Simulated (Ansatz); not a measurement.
Basis-set series for `CC(=O)Br`. Charge 0, multiplicity 1. All single points use the PBE0-D4/def2-TZVP geometry.

| functional | basis | functions | energy (Eh) | HOMO (eV) | LUMO (eV) |
| --- | --- | --- | --- | --- | --- |
| PBE0-D4 | def2-SVP | 89 | -2726.51089 | -8.12 | -0.98 |
| PBE0-D4 | def2-TZVPP | 183 | -2726.99948 | -8.26 | -1.14 |
| ωB97M-V | def2-SVP | 89 | -2726.77201 | -10.34 | 1.40 |
| ωB97M-V | def2-TZVPP | 183 | -2727.26592 | -10.50 | 1.19 |

(1) Give the rows for def2-QZVPP. (An estimate is asked.)

## Answers

(1) Ansatz gave: 
| functional | basis | functions | energy (Eh) | HOMO (eV) | LUMO (eV) |
| --- | --- | --- | --- | --- | --- |
| PBE0-D4 | def2-QZVPP | 350 | -2727.06038 | -8.28 | -1.18 |
| ωB97M-V | def2-QZVPP | 350 | -2727.32464 | -10.52 | 1.11 |

Positive LUMOs are unbound and depend on the basis. Scalar relativity is left out up to krypton.
